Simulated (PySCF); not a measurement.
CH3IOSe, SMILES CO[Se]I. Geometry: PBE-D3(BJ)/def2-SVP. The def2 effective core potentials stand for the cores of I; spin–orbit coupling is left out. Other conformers were not sampled.

**Question.** Give the equilibrium geometry at PBE-D3(BJ)/def2-SVP (PySCF confirms it by a frequency run) as Cartesian coordinates in Å. (Estimate from the structure and the level; the computed values follow.)

**Answer.** One answer among several that fit: 
```xyz
7

Se     0.5996    -0.7758     0.8786
I     -0.9948     0.9045    -0.2588
O      2.0123    -0.8391    -0.2583
C      1.8146    -1.5872    -1.4572
H      1.0940    -1.0748    -2.1336
H      2.8045    -1.6299    -1.9548
H      1.4511    -2.6187    -1.2584
```
Charge 0, spin multiplicity 1.
